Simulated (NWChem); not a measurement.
Species: SiCl cation, singlet

All runs: NWChem. Low-valent species are run as closed-shell singlets; no triplet was tried in these runs. All runs use the structure optimised with PBE0/def2-SVP. B3LYP is NWChem's, with the RPA form of VWN correlation. Vertical excitations in the gas phase; the lowest state need not have the same character in each row.

| level | lowest excitation, singlet (eV) | lowest state with f > 0.02, singlet (eV) | orbital gap (eV) |
|---|---|---|---|
| PBE/def2-SVPD, full TDDFT | 5.27 | 5.40 | 4.57 |
| B3LYP/def2-SVPD, full TDDFT | 5.48 | 5.48 | 6.19 |
| PBE0/def2-SVPD, full TDDFT | 5.50 | 5.50 | 6.59 |
| BHandHLYP/def2-SVPD, full TDDFT | … | … | … |

Fill in the missing entries.


- BHandHLYP/def2-SVPD, full TDDFT, lowest excitation, singlet (eV): 5.58
- BHandHLYP/def2-SVPD, full TDDFT, lowest state with f > 0.02, singlet (eV): 5.58
- BHandHLYP/def2-SVPD, full TDDFT, orbital gap (eV): 8.61
